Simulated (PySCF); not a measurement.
# Polarisability of `[BH3-]SC(=C)C=O`

Species: C3H6BOS (charge -1).
Cartesian coordinates in Å at the GFN2-xTB level; atoms count from 1:
```
atom  x, y, z in Å
B1     1.744   -1.212    0.351
S2     1.231    0.698    0.376
C3    -0.474    0.753    0.023
C4    -1.260    1.794    0.369
C5    -1.055   -0.344   -0.748
O6    -2.242   -0.512   -0.948
H7     2.776   -1.227    0.962
H8     1.897   -1.545   -0.795
H9     0.868   -1.813    0.912
H10   -2.301    1.799    0.091
H11   -0.869    2.642    0.902
H12   -0.314   -1.033   -1.183
```

Level: CAM-B3LYP/def2-SVPD (PySCF), static field, nuclei fixed, core orbitals frozen in the response. The polarisability tensor in these axes (au):

```
x   110.45 -16.88   5.44
y   -16.88  98.47   8.08
z     5.44   8.08  70.34
```

Problem. Give the principal values, the mean and the anisotropy Δα = √{½[(α1 − α2)² + (α2 − α3)² + (α1 − α3)²]}.

Solution. Principal values 65.77, 91.12 and 122.37 au; mean 93.08 au = 13.79 Å³ = 15.35 × 10⁻⁴⁰ C²·m²/J; Δα = 49.10 au (53 % of the mean).

Problem. In TDDFT the mean static polarisability is Σ f/ω² over all singlet excitations (ω in hartree). How much of it do the 8 lowest give? Their energies (eV) and oscillator strengths: 3.04, 0.0559; 3.62, 0.0038; 4.66, 0.0059; 4.75, 0.0060; 5.25, 0.0060; 5.41, 0.0226; 5.56, 0.0415; 5.58, 0.0319.

Solution. They add up to 7.58 au, 8.1 % of the 93.08 au; the largest single term is 4.48 au, from the state at 3.04 eV. Terms in order: 4.48, 0.21, 0.20, 0.20, 0.16, 0.57, 0.99, 0.76 au. Higher excitations give the rest. The strengths listed sum to 0.174.

Problem. Along which axes do the principal values lie, and how far do the nuclei extend along each?

Solution. Largest value along (0.82, -0.58, 0.00), where the nuclei span 5.89 Å; middle along (0.52, 0.74, 0.42), 3.83 Å; least along (-0.24, -0.35, 0.91), 1.89 Å. The response follows the extents in order.

Problem. What are the principal values of the traceless quadrupole moment, Θ = ½Σq(3rr − r²1), about the centre of nuclear charge?

Solution. -19.46, 4.72, 14.74 D·Å. The values depend on the origin, since the species is charged. The electronic extent ⟨r²⟩ about the same centre is 815 bohr², a root-mean-square distance of 2.06 Å for the 54 electrons.

Problem. What depolarisation ratio follows for Rayleigh scattering of linearly polarised light, taking the static tensor?

Solution. ρ = 3Δα²/(45ᾱ² + 4Δα²) = 7232.6/(389915 + 9643.5) = 0.0181.

Isolated species at its GFN2-xTB geometry (one conformer only).

The run behind these numbers computed excited states as well. Hardware: an Arm Neoverse V2 with one thread, no GPU, on a shared host. Cost: 29 s wall, 0.76 GiB resident at most.
